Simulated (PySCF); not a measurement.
Cost of one run: excited-state job, `C#CC[SiH2]C`.

Method: TDDFT PBE0/def2-SVPD, vertical, gas phase, core orbitals frozen in the response (PySCF 2.14.0, density-fitted response routines). Geometry: GFN2-xTB. Work: 8 singlets by full TDDFT, 3 Tamm–Dancoff triplets, polarisability, density fitting. The input is one job of a driver script: a line of settings, then coordinates in Å.

Command:
```bash
OMP_NUM_THREADS=1 python probes_run.py task.json out
```

Input:
```
{"job": {"kind": "uv", "xc": "PBE0", "basis": "def2-SVPD", "nstates": 8, "ntriplets": 3}, "charge": 0, "multiplicity": 1}
C      2.129972     1.475782     0.633505
C      1.640683     0.595710    -0.014321
C      1.024005    -0.460650    -0.776720
Si    -0.587684    -1.085559     0.050979
C     -1.791839     0.368385     0.224108
H      2.576351     2.245371     1.188507
H      0.811145    -0.090161    -1.782493
H      1.733855    -1.284275    -0.877513
H     -0.264748    -1.647511     1.367381
H     -1.154268    -2.129822    -0.815054
H     -1.340773     1.180376     0.788054
H     -2.698262     0.068227     0.741019
H     -2.082825     0.764614    -0.745181
```

Hardware: one thread of an Intel Xeon at 2.50 GHz (shared host). PySCF's memory limit was set to 1040 MB.

Question: How large is the basis?

Answer: 168 functions for 46 electrons, with 618 fitting functions; the fitted three-index integrals, 618 × 168 × 169/2 numbers of 8 bytes, come to 67 MiB.

Question: Which is nearest to the wall time?
A. 7.2 min
B. 54 s
C. 54 min

Answer: B. The run took 54 s. The SCF took 14 cycles.

Question: How much memory does it need at the peak?

Answer: About 0.69 GiB. Peak memory is the resident size of the whole Python process, interpreter and libraries included.

Other jobs ran on the host; a repeat could differ by tens of per cent or more.

The run converged: HOMO -7.39 eV, LUMO 0.55 eV; lowest singlet 6.52 eV; lowest triplet 5.38 eV (Tamm–Dancoff); mean polarisability 73.4 au.
